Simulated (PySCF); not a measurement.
**V (vanadium, neutral) across methods**

[Ar] 3d3 4s2, high-spin 4F determinant. Computed with PySCF 2.14 in aug-cc-pVQZ-DK (9s8p6d4f3g2h, 140 functions), with the spin-free X2C one-electron Hamiltonian (Gaussian nucleus).

| method | E (hartree) | mean ε 3d α (eV) | mean ε 4s α (eV) | mean ε 4s β (eV) | Σ⟨r²⟩ (bohr²) | ⟨S²⟩ |
| --- | --- | --- | --- | --- | --- | --- |
| UHF | -948.14376 | -13.754 | -6.788 | -5.911 | 47.25 | 3.763 |
| BHandHLYP | -949.175 | -9.990 | -5.966 | -5.465 | 45.10 | 3.754 |
| PBE0 | -948.976 | -8.162 | -5.549 | -4.885 | 44.90 | 3.756 |
| PBEsol | -947.914 | -6.209 | -4.967 | -4.275 | 44.65 | 3.757 |
| PBE | -948.949 | -6.239 | -4.939 | -4.270 | 44.81 | 3.756 |
| LDA | -946.969 | -6.276 | -5.110 | -4.422 | 44.34 | 3.756 |
| r2SCAN | -949.143 | -6.871 | -5.122 | -4.343 | 45.02 | 3.769 |

**Question.** Estimate the same row for B97-3.

**Answer.** E (hartree) = -949.070; mean ε 3d α (eV) = -8.195; mean ε 4s α (eV) = -5.421; mean ε 4s β (eV) = -4.883; Σ⟨r²⟩ (bohr²) = 44.99; ⟨S²⟩ = 3.754.
